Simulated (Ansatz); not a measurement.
A run for Ansatz (a program for electronic structure): R-wB97X-V/def2-TZVPPD on C4H4O (a complex), monomers drawn apart or pushed together. Files ending in .json are basis or fitting sets from the Basis Set Exchange.

Ansatz 0.2 input:
```yaml
crystal:
  periodic: [false, false, false]
  atoms:
    - {symbol: C, position_ang: [0.24369359, -0.63466731, 0.33126368]}
    - {symbol: O, position_ang: [0.74888042, 0.37026821, 0.37715518]}
    - {symbol: C, position_ang: [0.24521517, 1.19875414, 4.83041454]}
    - {symbol: C, position_ang: [-0.37962100, 0.05954211, 4.80545725]}
    - {symbol: C, position_ang: [-1.00185029, -1.08144494, 4.76343754]}
    - {symbol: H, position_ang: [0.66016106, 1.62870607, 3.92561303]}
    - {symbol: H, position_ang: [0.37136471, 1.75386878, 5.75266578]}
    - {symbol: H, position_ang: [-2.07025341, -1.13437410, 4.58858937]}
    - {symbol: H, position_ang: [-0.47256555, -2.01721101, 4.90139976]}
basis:
  gaussian:
    orbitals: def2-TZVPPD.json
hamiltonian:
  xc: {name: wB97X-V}
scf: {lower_state_search: off}
```

Question: Give the final energy of this run.

Answer: -229.9870 hartree.
